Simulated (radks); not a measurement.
Species: the neodymium ion Nd2+. Configuration: [Xe] 4f4.

All-electron calculation, Dirac Kohn-Sham, PBE, spin-unpolarised, spherical densities, finite nucleus; open shells fill j = l - 1/2 first; Fermi nuclear charge, rms radius 4.9123 fm. Program: a radial shooting solver on a logarithmic mesh with Libxc functionals.

Energy parts (eV):
| part | energy |
|---|---|
| total | -262012.29 |
| kinetic | 282533.09 |
| electron-nucleus | -639432.49 |
| Hartree | 100950.89 |
| exchange-correlation | -6063.78 |

Orbitals (lengths in bohr, moments of r in powers of bohr; r(max) is where P^2 peaks):
| orbital | occ. | eigenvalue (eV) | <r> | <r^4> | <1/r> | r(max) |
|---|---|---|---|---|---|---|
| 1s1/2 | 2 | -43370.06 | 0.02363 | 1.527e-06 | 66.05 | 0.01510 |
| 2s1/2 | 2 | -7022.347 | 0.1005 | 0.0002480 | 15.63 | 0.08565 |
| 2p1/2 | 2 | -6644.533 | 0.08422 | 0.0001551 | 15.61 | 0.06508 |
| 2p3/2 | 4 | -6124.467 | 0.09063 | 0.0001966 | 14.03 | 0.07053 |
| 3s1/2 | 2 | -1533.254 | 0.2659 | 0.009928 | 5.664 | 0.2440 |
| 3p1/2 | 2 | -1371.850 | 0.2556 | 0.009163 | 5.578 | 0.2308 |
| 3p3/2 | 4 | -1268.028 | 0.2681 | 0.01096 | 5.182 | 0.2425 |
| 3d3/2 | 4 | -986.8878 | 0.2394 | 0.008217 | 5.052 | 0.1941 |
| 3d5/2 | 6 | -964.4452 | 0.2433 | 0.008686 | 4.951 | 0.1974 |
| 4s1/2 | 2 | -315.0136 | 0.6074 | 0.2527 | 2.352 | 0.5656 |
| 4p1/2 | 2 | -254.1004 | 0.6239 | 0.2941 | 2.246 | 0.5731 |
| 4p3/2 | 4 | -231.6096 | 0.6521 | 0.3507 | 2.114 | 0.5981 |
| 4d3/2 | 4 | -131.5099 | 0.7017 | 0.5350 | 1.893 | 0.6143 |
| 4d5/2 | 6 | -127.5387 | 0.7118 | 0.5667 | 1.860 | 0.6225 |
| 4f5/2 | 4 | -14.6661 | 1.081 | 7.733 | 1.261 | 0.6609 |
| 4f7/2 | 0 | -14.2594 | 1.097 | 8.348 | 1.245 | 0.6661 |
| 5s1/2 | 2 | -53.2992 | 1.472 | 8.771 | 0.9016 | 1.322 |
| 5p1/2 | 2 | -37.0545 | 1.656 | 14.82 | 0.7926 | 1.450 |
| 5p3/2 | 4 | -34.0053 | 1.743 | 18.18 | 0.7470 | 1.522 |

The highest occupied level is 4f5/2 at -14.666 eV. The electron density at the nucleus is 4.536e+05 e/bohr^3.
